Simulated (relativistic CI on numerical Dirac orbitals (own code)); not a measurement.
# One change at a time: Er²³⁺

Base calculation: Dirac-Coulomb-Breit CI, KLI orbitals optimised for each configuration, a model potential for QED, unscaled Slater integrals.

Configurations in the expansion (outside the closed core [Ar] 3d10): 4s2 4p6 4d9, 4s2 4p5 4d10, 4s2 4p6 4d8 4f, 4s 4p6 4d10, 4s2 4p5 4d9 4f, 4s2 4p6 4d8 5s, 4s 4p6 4d9 4f, 4s2 4p6 4d8 5p, 4s2 4p6 4d7 4f 5s, 4s2 4p6 4d8 5d, 4s2 4p5 4d9 5s, 4s2 4p6 4d7 5s 5p, 4s2 4p6 4d7 5s2, 4s2 4p6 4d6 4f 5s2, 4s2 4p5 4d7 4f 5s2, 4s 4p6 4d7 4f 5s2. Double excitations out of closed p, d and f shells are left out; levels of such configurations are missing from the list, as are those of other unlisted configurations, and high levels can miss mixing partners.

The lowest level and the first level of each name with at least 55 % of one term (blank where a level has no safe partner in the second run):

| Level | Base (cm⁻¹) | Shift (cm⁻¹) |
| --- | --- | --- |
| 4s2 4p6 4d9 2D_5/2 | 0 | 0 |
| 4s2 4p6 4d9 2D_3/2 | 80470 | -559 |
| 4s2 4p5 4d10 2P°_3/2 | 1199120 | +102778 |
| 4s2 4p6 4d8 4f 4F°_7/2 | 1301783 | -12157 |
| 4s2 4p6 4d8 4f 4F°_9/2 | 1316035 | -12277 |
| 4s2 4p6 4d8 4f 4I°_15/2 | 1331838 | -12480 |
| 4s2 4p6 4d8 4f 4H°_13/2 | 1344575 | -12017 |
| 4s2 4p6 4d8 4f 4G°_7/2 | 1385009 | -12239 |
| 4s2 4p6 4d8 4f 2K°_13/2 | 1424325 | -12452 |
| 4s2 4p6 4d8 4f 2K°_15/2 | 1435877 | -12480 |
| 4s2 4p6 4d8 4f 4D°_5/2 | 1467740 | -11647 |
| 4s2 4p6 4d8 4f 2I°_11/2 | 1479617 | -12394 |

At this charge energies of transitions that change n are usually good to better than 1 %, and those within a shell (Δn = 0) to a few per cent.

Task: One thing was changed in a second run, which moved the levels as shown. Which?
A. configuration mixing switched off
B. QED terms removed
C. Breit term removed

Result: A. Configuration mixing switched off. Without mixing, levels that were pushed by configurations of the same parity and J return to their single-configuration places.

LS names give the leading component of a level, which can be under half, so a name can repeat, a term be missing and a line seem to break the LS rules.
